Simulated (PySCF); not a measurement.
## I, SMILES `[I]` (charge 0, multiplicity 2)

Level of theory: PBE-D3(BJ)/def2-TZVP in PySCF.

```
Quantity                                                 Value
-----------------------------  -------------------------------
highest occupied spin orbital                         -6.70 eV
dipole moment                                           0.00 D
total energy                                       -8099.89 eV
cost                           around 2.2 core-seconds (rough)
```

Bond lengths (Å): .
Charge 0, spin multiplicity 2.
